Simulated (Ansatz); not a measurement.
Cost and result for the atomization energy of `CC#C[SiH2]C` (13 atoms, 12 bonds).

```tsv
atom	x (Å)	y (Å)	z (Å)
C1	-2.865	-0.797	-0.255
C2	-1.544	-0.317	0.092
C3	-0.442	0.085	0.384
Si4	1.225	0.682	0.808
C5	2.432	0.296	-0.564
H6	-3.320	-1.325	0.587
H7	-2.820	-1.487	-1.102
H8	-3.522	0.033	-0.528
H9	1.159	2.149	1.042
H10	1.655	0.031	2.074
H11	2.487	-0.780	-0.737
H12	3.432	0.654	-0.307
H13	2.123	0.777	-1.494
```

The species carries charge 0 and has multiplicity 1. Geometry: relaxed with PBE0-D4/def2-TZVP. Program: Ansatz. All runs use 4 threads of an Arm Neoverse V2 on a shared host. Times are those of one run each, without the atoms' runs, and a repeat can differ threefold. Electronic energies, without spin–orbit coupling; frozen cores. CCSD(T)/CBS adds CCSD(T) − MP2 in def2-TZVPP to the MP2 limit, and its time is that of the two runs behind it. T1 = 0.011. B3LYP takes the VWN-RPA correlation (the form of Gaussian; ORCA's B3LYP/G).

CCSD(T)/CBS is a level of theory with its own doubt, some kJ/mol a heavy atom from the limit and from the frozen cores, so smaller differences don't rank the functionals.

```tsv
level	functions	wall time	atomization (kcal/mol)	difference from CCSD(T)/CBS	per bond
PBE-D4/def2-TZVPP (with forces)	278	2.1 s	1249.3	21.1	1.8
PBE0-D4/def2-TZVPP	278	2.4 s	1233.9	5.7	0.5
B3LYP-D4/def2-TZVPP (with forces)	278	3.7 s	1230.6	2.4	0.2
r2SCAN-D4/def2-TZVPP (with forces)	278	3.8 s	1232.2	4.0	0.3
B2PLYP/def2-TZVPP	278	4.6 s	1219.9	-8.3	-0.7
ωB97X-V/def2-TZVPP	278	6.5 s	1229.8	1.6	0.1
ωB97M-V/def2-TZVPP (with forces)	278	9.5 s	1231.7	3.5	0.3
MP2/def2-QZVPP	538	20 s	1232.9	4.7	0.4
CCSD(T)/def2-TZVPP	278	2.3 min	1200.5	-27.7	-2.3
CCSD(T)/CBS(def2)	–	2.7 min	1228.2	0.0	0.0
```

In def2-TZVPP, CCSD(T) changes the Hartree–Fock value by +270.1 kcal/mol (the triples alone add +16.3 kcal/mol) and MP2 by +286.1 kcal/mol; breaking electron pairs costs correlation energy, which Hartree–Fock lacks. The D4 term adds +8.8 kcal/mol with B3LYP and +4.6 kcal/mol with PBE0; it sums over pairs of atoms, weighted by their polarisabilities, and B3LYP, whose exchange is more repulsive, gets the larger term. From PBE to PBE0 (25 % exact exchange), in def2-TZVPP and without D4, the atomization energy moves by −14.5 kcal/mol: exact exchange takes away binding that semilocal exchange gives to molecules.
